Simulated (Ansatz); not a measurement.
Mg(Br)(SMe) (CH3BrMgS), SMILES [S]([Mg][Br])C.

The structure is a stationary point at PBE0-D3(BJ)/def2-SVP. The structure was generated by enumeration; whether it is a known compound was not checked. One conformer was computed; it need not be the lowest.

Two levels are set side by side: PBE/def2-SVPD (Ansatz, a program for electronic structure) and PBE0/def2-SVPD (Ansatz). Energy differences of separate SCF runs at the same geometry; the states with an electron removed or added have multiplicity 2 and 2. Differences are taken from unrounded values.

```
quantity                           PBE0
---------------------------------  ----
vertical ionisation energy (eV)    8.96
vertical electron affinity (eV)    0.37
vertical singlet–triplet gap (eV)  3.95
```

**Question.** What does PBE give, and how far is it from PBE0? (An estimate is asked for; the answer gives what the named calculation found.)

**Answer.** 
```tsv
quantity	PBE	PBE minus PBE0
vertical ionisation energy (eV)	8.71	-0.25
vertical electron affinity (eV)	0.44	0.07
vertical singlet–triplet gap (eV)	3.69	-0.26
```
